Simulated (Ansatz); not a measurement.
A structure relaxed at PBE0-D4/def2-TZVP, charge 0, multiplicity 1:

```xyz
8

O     1.6162   -0.9309    1.4904
C     0.6242   -0.7251    0.8417
S    -0.5740   -2.0643    0.6198
Al    0.3195    1.0695   -0.0170
O    -0.5737    1.1657   -1.4459
H    -1.4380   -1.3405   -0.1105
H     0.9120    2.3802    0.6106
H    -0.8863    0.4454   -1.9889
```

Give its formula and SMILES.

CH3AlO2S, `O=[C](S)[AlH][OH]`.

Summarise the bond lengths by kind.

1 × C–O 1.203 Å; 1 × C–S 1.811 Å; 1 × Al–C 2.013 Å; 1 × H–S 1.343 Å; 1 × Al–O 1.688 Å; 1 × Al–H 1.569 Å; 1 × H–O 0.955 Å.

Results of the Gaussian-basis code of Ansatz.
